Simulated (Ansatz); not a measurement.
A made-up structure of LiSiH2Te, doublet:

| atom | x (Å) | y (Å) | z (Å) |
| --- | --- | --- | --- |
| Li1 | -0.4937 | 0.1204 | 1.4256 |
| Te2 | 1.3808 | -1.2986 | 0.0285 |
| Si3 | 0.3626 | 0.3645 | -0.5635 |
| H4 | -0.5045 | -0.2427 | -1.3357 |
| H5 | -0.7452 | 1.0564 | 0.4450 |

It is relaxed with PBE-D4/def2-SVP and then PBE0-D4/def2-TZVP (Ansatz 0.2.0). Atoms count as bonded within 1.22 times the sum of their covalent radii (H–H: 0.88 Å). The end point is not checked to be a true minimum.

(1) Does its bonding change? (Judge from chemistry; the calculation decides.)

Answers

(1) The calculation gives: No: no bond forms or breaks.

Where it ends: The first stage lowers the energy by 3.35 eV in 8 steps. It ends as LiSiH₂Te ([H]1[Li]2[Te][SiH]12):
Li1  (-0.253, -0.066, 1.766)
Te2  (1.459, -1.354, 0.413)
Si3  (0.243, 0.418, -0.723)
H4  (-0.719, -0.005, -1.789)
H5  (-0.729, 1.007, 0.333)
(Å)

Labels in which every atom is bracketed show which atoms are joined, not bond orders.

For scale, one of the runs: PBE0-D4/def2-TZVP relaxation, 113 basis functions, launched by `ansatz run in.yaml --threads 2 --pin off --events-out ev --progress --plain --max-ram 4352MiB`. Hardware: 2 CPU threads of an Intel Xeon 6975P-C, shared host. Wall time about 13 s.
